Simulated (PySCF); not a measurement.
C7H8. Atoms are numbered in the order given.

```xyz
15

C      0.0000     0.0000    -1.5358
C     -1.1487     0.0000    -0.5497
C     -0.7740    -0.7566     0.7082
C     -0.7740     0.7566     0.7082
C      0.7740     0.7566     0.7082
C      0.7740    -0.7566     0.7082
C      1.1487     0.0000    -0.5497
H      0.0000     0.8971    -2.1790
H      0.0000    -0.8971    -2.1790
H     -2.1928     0.0000    -0.8759
H     -1.4327    -1.4530     1.2314
H     -1.4327     1.4530     1.2314
H      1.4327     1.4530     1.2314
H      1.4327    -1.4530     1.2314
H      2.1928     0.0000    -0.8759
```

The structure is a stationary point at r2SCAN-D4/def2-SVP. One conformer was computed; it need not be the lowest.

All values below come from TDA-ωB97X/def2-SVPD (PySCF).

Vertical excitations. Gas-phase values at a fixed geometry. State labels are in the subgroup C2v.

Q: Give excitation energies, oscillator strengths and character. (Estimate from the structure and the level; the computed values follow.)

A: 
| state | symmetry | energy (eV) | λ (nm) | f | main pairs |
|---|---|---|---|---|---|
| S1 | B1 | 7.13 | 174 | 0.000 | HOMO→LUMO 89 % |
| S2 | A2 | 7.25 | 171 | 0.000 | HOMO→LUMO+1 78 %, HOMO→LUMO+7 13 % |
| S3 | A1 | 7.82 | 158 | 0.000 | HOMO→LUMO+2 71 %, HOMO→LUMO+4 18 % |
| S4 | B1 | 8.02 | 155 | 0.002 | HOMO→LUMO+3 56 %, HOMO→LUMO+5 34 % |
| S5 | A2 | 8.26 | 150 | 0.000 | HOMO−1→LUMO 39 %, HOMO→LUMO+7 39 %, HOMO→LUMO+1 7 % |
| S6 | A2 | 8.43 | 147 | 0.000 | HOMO−1→LUMO 44 %, HOMO→LUMO+7 33 %, HOMO→LUMO+1 9 % |
| T1 | A2 | 6.54 | 190 | 0 | HOMO→LUMO+1 50 %, HOMO→LUMO+7 33 %, HOMO→LUMO+9 11 % |
| T2 | B1 | 7.05 | 176 | 0 | HOMO→LUMO 86 % |
Triplets are in the Tamm–Dancoff approximation.
